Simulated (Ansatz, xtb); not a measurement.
## Relaxing a trial structure of F2SeSi

The starting geometry of this gas-phase singlet was built from a drawn formula by distance geometry and a force field; its bonds are those of `F[Se](F)=[Si]`.

| atom | x (Å) | y (Å) | z (Å) |
| --- | --- | --- | --- |
| F | -0.5608 | -2.4018 | -0.5965 |
| F | -2.4029 | -0.6280 | -0.6347 |
| Se | -1.1927 | -1.1903 | -1.8089 |
| Si | 0.1523 | 0.2218 | -1.1409 |

**Question.** Predict what becomes of its bonds when it is optimised with r2SCAN-D4/def2-SVP.

**Answer.** It keeps its bonds, and is `F[Se](F)=[Si]`.

The energy falls by 0.79 eV over 13 steps:

| step | E − E(last) (eV) |
| --- | --- |
| 1 | 0.790 |
| 2 | 0.193 |
| 4 | 0.076 |
| 5 | 0.021 |
| 6 | 0.010 |
| 8 | 0.003 |
| 9 | 0.000 |
| 10 | 0.000 |
| 12 | 0.000 |
| 13 | 0.000 |

Final geometry (Å):

```xyz
4

F    -0.9271   -2.6647   -0.7429
F    -2.6668   -1.0060   -0.7370
Se   -0.8978   -0.8910   -1.0806
Si    0.4876    0.5633   -1.6205
```

From the same start GFN2-xTB ends elsewhere, at `F[Si](F)=[Se]`.

The end wasn't checked by frequencies. Run with Ansatz 0.2.0, 30 s on 1 thread of Arm Neoverse V2, on a shared host.
